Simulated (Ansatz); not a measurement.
C3H9GaGe, SMILES `[GaH2][CH]1C[CH2][GeH2]1`. The species carries charge 0 and has multiplicity 1. Correlated methods include outer-core shells of Ga, Ge, which these sets cover unevenly. Scalar relativity is left out up to krypton.

Z-matrix (Å, degrees):
```
C
C 1 1.554
Ge 1 2.471 2 53.7
C 1 1.545 2 102.9 3 -20.4
H 1 1.094 2 109.6 3 96.1
H 1 1.095 2 114.7 3 -144.0
Ga 2 1.953 1 118.5 3 109.6
H 2 1.091 1 115.6 3 -115.9
H 3 1.541 1 113.5 2 100.9
H 3 1.546 1 138.0 2 -78.1
H 4 1.089 1 116.2 2 144.3
H 4 1.092 1 111.9 2 -89.8
H 7 1.572 2 120.0 1 167.0
H 7 1.575 2 119.6 1 -16.3
```

Q: Give the diagnostics of a CCSD(T)/def2-TZVPP run (frozen core, Ansatz). (Best estimate.)

A: Computed: T1 = 0.0117, largest single amplitude 0.012, largest double 0.018, (T) share of the correlation energy 4.0 %, 9 CCSD cycles. The RHF solution is stable towards an unrestricted one. T1 lies under the customary mark of 0.02 for closed shells.
